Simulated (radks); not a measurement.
Q: The mean radii <r> (bohr) of the occupied orbitals of an atom or ion are listed with their occupations. Calculated with a radial shooting solver on a logarithmic mesh with Libxc functionals: scalar-relativistic Kohn-Sham, SOGGA, spin-polarised, spherical densities, point nucleus.

| orbital | occ. | <r> |
|---|---|---|
| 1s up | 1 | 0.05033 |
| 1s down | 1 | 0.05033 |
| 2s up | 1 | 0.2263 |
| 2s down | 1 | 0.2262 |
| 2p up | 3 | 0.1983 |
| 2p down | 3 | 0.1982 |
| 3s up | 1 | 0.6719 |
| 3s down | 1 | 0.6733 |
| 3p up | 3 | 0.6967 |
| 3p down | 2 | 0.6986 |
| 3d up | 5 | 0.7779 |
| 3d down | 4 | 0.7822 |
| 4s up | 1 | 1.926 |

Name the element and its charge. Open shells, if any, are filled with parallel spins first.

A: Z = 30, zinc, charge +3: Zn3+ in [Ne] 3s2 3p5 3d9 4s1. The 1s radius gives Z: for a bare nucleus <r> = (2 gamma + 1)/(2Z) with gamma = sqrt(1 - (Z/c)^2), 0.04919 bohr for Z = 30, and screening makes it slightly larger (0.05033 here). The occupations add up to 27, and the charge is Z minus that.
